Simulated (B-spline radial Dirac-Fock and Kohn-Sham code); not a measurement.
# Two-hole binding energies of Ar³⁺

System: argon as Ar³⁺, configuration [Ne] 3s2 3p3.

Input file task.json (cfg lists n, l and occupation; rrms is the nuclear radius in fm):

```json
{"items": [{
  "Z": 18,
  "q": 3,
  "cfg": [[1, 0, 2], [2, 0, 2], [2, 1, 6], [3, 0, 2], [3, 1, 3]],
  "A": 40,
  "rrms": 3.4274,
  "do": ["binding", "quiet", "double"]
}]}
```

Command: `python xray_run.py task.json out`

Level of theory: ΔSCF Dirac-Fock with Breit, self-energy and vacuum polarisation, finite nucleus, configuration average; a radial atomic solver. U is the two-hole binding energy less the two single-hole energies, the effective repulsion of the holes after relaxation. Each two-hole energy is an average over J within one jj subconfiguration.

```csv
holes,E(a) (eV),E(b) (eV),E(ab) (eV),U (eV)
1s⁻²,3260.6,3260.6,6772.8,251.6
1s⁻¹ 2p3/2⁻¹,3260.6,299.9,3628.2,67.6
2s⁻²,379.1,379.1,806.5,48.3
2s⁻¹ 2p3/2⁻¹,379.1,299.9,?,?
2p3/2⁻¹ 3s⁻¹,299.9,73.39,395.2,21.9
```

Q: Give the missing two-hole energy and U.

A: E(ab) = 722.8 eV and U = 43.8 eV.

Run: 13 s of CPU time on 1 thread of Neoverse-V1 (shared host), peak memory 0.32 GiB.

Values without a named source are computed, but for edge energies of neutral atoms, which are taken from tables.
